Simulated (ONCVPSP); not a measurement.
# Configuration tests for oxygen (O) (ONCV)

ONCVPSP 4.0.1 input, shortened (lines: element, Z, core and valence counts, functional; n l f; lmax; l rc ep ncon nbas qcut; lloc lpopt rc5 dvloc0; l nproj debl; icmod fcfact rcfact), PBE, non-relativistic:

```
  O 8.00    1    2        4      upf
    1    0    2.00
    2    0    2.00
    2    1    3.50
    1
    0    0.95    0.00    4    7    6.60
    1    2.50    0.00    4    8    8.40
    4    4    0.65    3.00
    0    1    4.00
    1    2    0.60
    3    5.25    1.45
```

Energies are relative to the spin-unpolarised reference configuration 2s2 2p3.5; without spin polarisation the order of configurations can differ from experiment.

| valence configuration | charge | ΔE all-electron (eV) | error AE − PS (meV) |
| --- | --- | --- | --- |
| 2s2 2p4 | 0 | -6.290 | +26 |
| 2s2 2p3 | +1 | 10.149 | +50 |
| 2s2 2p2 | +2 | 43.742 | +724 |
| 2s1 2p4 | +1 | 25.319 | -137 |
